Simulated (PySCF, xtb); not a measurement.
(1Z)-1,2-difluorobuta-1,3-diene (C4H4F2), SMILES C=C/C(F)=C/F.

xtb with GFN2-xTB at its own geometry gives an orbital gap of 3.60 eV and a dipole moment of 3.40 D.

The structure is a stationary point at PBE0-D3(BJ)/def2-SVP. Other conformers were not sampled.

Task: What does PySCF with PBE/def2-TZVP give? (The exact figures need the calculation; the answer reports its results.)

Result: gap 3.82 eV (levels -5.73 and -1.92 eV), dipole 1.98 D.
